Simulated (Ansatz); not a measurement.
Frontier orbitals of `C[N]=[W]([OH])([OH])([F])[F]`.

Charge 0, multiplicity 1. Correlated methods include outer-core shells of W, which these sets cover unevenly. W: def2 effective core potential. All single points use the PBE0-D4/def2-TZVP geometry. It is one conformer, not always the lowest. Basis def2-TZVPP, Ansatz.

Orbital energies of one run (eV). Highest occupied ones, from the top: -8.33, -8.44, -9.50, -9.75, -10.11, -10.90, -11.42, -11.47, -11.59, -12.39, -12.62, -13.06, -13.29, -13.45. Empty: -2.30, -0.94, -0.51, -0.20, 0.35, 1.49.

Problem. Which functional gave them?
A. LDA (SPW92)
B. CAM-B3LYP
C. r2SCANh
D. PBE0

Solution. D. HOMO energies: PBE0 -8.33, LDA (SPW92) -7.05, r2SCANh -7.74, CAM-B3LYP -9.72 eV.
